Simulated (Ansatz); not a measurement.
Ansatz results at the PBE0-D4/def2-TZVP geometry: size of the dipole moment (PBE/def2-TZVPP) 0.88 D; HOMO–LUMO gap (ωB97M-V/def2-TZVPP) 11.25 eV; LUMO energy (B3LYP/def2-TZVPP) -1.04 eV.

Each molecule was computed in one conformer, which needn't be the lowest.

Which molecule gave them?
A. `C[O][Ti]([OH])([O]C)[O]C`
B. `[OH][Ti]([F])([Cl])[SeH]`
C. `[CH3][Ti]([NH2])([OH])[F]`
D. `CC(C)[NH][Ti]([Cl])([Cl])[NH]C(C)C`

A. The others give `[OH][Ti]([F])([Cl])[SeH]`: 2.20, 8.92, -3.02; `CC(C)[NH][Ti]([Cl])([Cl])[NH]C(C)C`: 4.40, 9.59, -2.31; `[CH3][Ti]([NH2])([OH])[F]`: 1.83, 10.95, -1.61.

B3LYP here is the variant with VWN-RPA as its local correlation; programs differ in this.
